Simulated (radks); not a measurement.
All-electron atom: neutral thulium in [Xe] 4f13 6s2 (the NIST ground configuration). Calculated with a radial shooting solver on a logarithmic mesh with Libxc functionals: scalar-relativistic Kohn-Sham, PBE, spin-polarised, spherical densities, point nucleus; open shells are filled with parallel spins first (spin-orbit coupling, left out, can overturn this in heavy ions); hard spherical wall at 2 bohr.

Normalised radial functions P(r) = r R(r), r in bohr:

| r | 4f up |
|---|---|
| 0.0008261 | 0.0000 |
| 0.0009314 | 0.0000 |
| 0.001059 | 0.0000 |
| 0.001203 | 0.0000 |
| 0.001367 | 0.0000 |
| 0.001542 | 0.0000 |
| 0.001752 | 0.0000 |
| 0.001992 | 0.0000 |
| 0.002245 | 0.0000 |
| 0.002552 | 0.0000 |
| 0.002901 | 0.0000 |
| 0.003297 | 0.0000 |
| 0.003717 | 0.0000 |
| 0.004225 | 0.0000 |
| 0.004801 | 0.0000 |
| 0.005414 | 0.0000 |
| 0.006153 | 0.0000 |
| 0.006993 | 0.0000 |
| 0.007948 | 0.0000 |
| 0.008961 | 0.0000 |
| 0.01018 | 0.0001 |
| 0.01158 | 0.0001 |
| 0.01305 | 0.0001 |
| 0.01483 | 0.0002 |
| 0.01686 | 0.0003 |
| 0.01916 | 0.0005 |
| 0.0216 | 0.0008 |
| 0.02455 | 0.0013 |
| 0.02791 | 0.0020 |
| 0.03147 | 0.0030 |
| 0.03576 | 0.0046 |
| 0.04065 | 0.0072 |
| 0.0462 | 0.0109 |
| 0.05209 | 0.0160 |
| 0.0592 | 0.0240 |
| 0.06728 | 0.0354 |
| 0.07586 | 0.0504 |
| 0.08622 | 0.0725 |
| 0.09799 | 0.1027 |
| 0.1114 | 0.1429 |
| 0.1256 | 0.1915 |
| 0.1427 | 0.2566 |
| 0.1622 | 0.3365 |
| 0.1829 | 0.4247 |
| 0.2079 | 0.5314 |
| 0.2363 | 0.6474 |
| 0.2685 | 0.7668 |
| 0.3027 | 0.8750 |
| 0.3441 | 0.9783 |
| 0.3911 | 1.0600 |
| 0.4409 | 1.1100 |
| 0.5011 | 1.1308 |
| 0.5696 | 1.1180 |
| 0.6474 | 1.0755 |
| 0.7299 | 1.0144 |
| 0.8296 | 0.9334 |
| 0.9428 | 0.8419 |
| 1.063 | 0.7492 |
| 1.208 | 0.6429 |
| 1.373 | 0.5239 |
| 1.561 | 0.3809 |
| 1.76 | 0.2146 |
| 2 | 0.0000 |

4f up: eigenvalue 58.331 eV, 0 radial nodes, <r> = 0.745 bohr, 90 % of the charge inside 1.25 bohr.
